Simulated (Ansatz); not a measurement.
Al(F)(OH)(OSiH3) (AlFH₄O₂Si), SMILES [OH][Al]([F])[O][SiH3]. Atoms are numbered in the order given.

```xyz
9

Al    -0.0249     0.7835     0.5926
F      0.8789     2.1349     0.2724
O     -1.0131     0.7279     1.9574
H     -1.1034     1.4399     2.5922
O      0.0562    -0.5221    -0.4535
Si     0.0520    -1.8639    -1.4075
H     -1.0361    -2.7978    -0.9883
H      1.3630    -2.5715    -1.2972
H     -0.1707    -1.4761    -2.8327
```

Geometry: PBE0-D3(BJ)/def2-SVP. The structure was generated by enumeration; whether it is a known compound was not checked. One conformer was computed; it need not be the lowest.

Two levels are set side by side: PBE-D3(BJ)/def2-SVP (Ansatz, a quantum-chemistry and plane-wave program) and PBE0-D3(BJ)/def2-SVP (Ansatz). Each level has its own optimised geometry; the coordinates shown are those of the second. Differences are taken from unrounded values.

```tsv
quantity	PBE0-D3(BJ)
mean bond length (Å)	1.513
bond Al1–F2 (Å)	1.657
bond Al1–O3 (Å)	1.686
bond Al1–O5 (Å)	1.675
bond O5–Si6 (Å)	1.646
bond O3–H4 (Å)	0.958
bond Si6–H7 (Å)	1.494
bond Si6–H8 (Å)	1.494
bond Si6–H9 (Å)	1.494
```

**Question.** What does PBE-D3(BJ) give, and how far is it from PBE0-D3(BJ)? (An estimate is asked for; the answer gives what the named calculation found.)

**Answer.** 
| quantity | PBE-D3(BJ) | PBE-D3(BJ) minus PBE0-D3(BJ) |
|---|---|---|
| mean bond length (Å) | 1.526 | 0.013 |
| bond Al1–F2 (Å) | 1.671 | 0.014 |
| bond Al1–O3 (Å) | 1.704 | 0.018 |
| bond Al1–O5 (Å) | 1.689 | 0.014 |
| bond O5–Si6 (Å) | 1.660 | 0.014 |
| bond O3–H4 (Å) | 0.970 | 0.012 |
| bond Si6–H7 (Å) | 1.505 | 0.012 |
| bond Si6–H8 (Å) | 1.505 | 0.011 |
| bond Si6–H9 (Å) | 1.505 | 0.011 |

Exact exchange shortens and stiffens bonds; PBE has none. Differences between two approximate levels are no errors against the true value.
